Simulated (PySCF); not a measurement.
UHF on C²⁺ (carbon, charge +2)

Configuration: [He] 2p2, high-spin 3P determinant (an excited configuration). Computed with PySCF 2.14 in aug-cc-pVQZ (6s5p4d3f2g, 80 functions), with no relativity, point nucleus.

```
Total energy                                                  : -35.842859 hartree
One-electron energy                                           : -43.7214 hartree
Hartree (Coulomb) energy                                      : 12.2386 hartree
Exchange energy                                               : -4.3601 hartree
Kinetic energy                                                : 35.84034 hartree
⟨S²⟩                                                          : 2.0001
⟨L²⟩                                                          : 2.000
Sum of ⟨r⟩                                                    : 3.184 bohr
Sum of ⟨r²⟩                                                   : 4.476 bohr²
Traceless quadrupole moment −½Σ⟨3z² − r²⟩ along its main axis : 0.856 e·bohr²
Density at the nucleus (Gaussians lack the cusp)              : 120 bohr⁻³
Spin density at the nucleus                                   : -0.719 bohr⁻³
Langevin diamagnetic susceptibility                           : -3.54 ×10⁻⁶ cm³/mol
```

```
shell  electrons  mean orbital energy (eV)  rms radius, mean of both spins (bohr)
 1s α          1                   -342.39                                  0.312
 1s β          1                   -340.74                                  0.312
 2p α          2                   -38.907                                   1.46
```

Spin-orbit constants ζ (cm⁻¹) from the X2C one-electron operator on these orbitals (non-relativistic here): bare nucleus, nucleus screened by l(l+1)(2l+1)/3 electrons, and screened by the Breit-Pauli mean field of the electrons.

```csv
shell,bare,screened nucleus,mean field
2p,95.80,63.87,52.86
```

To first order the Landé constant is A = 26.43 cm⁻¹, so the lowest level has J = 0 and lies 0.00655 eV below the centre of the term. This holds in LS coupling only.
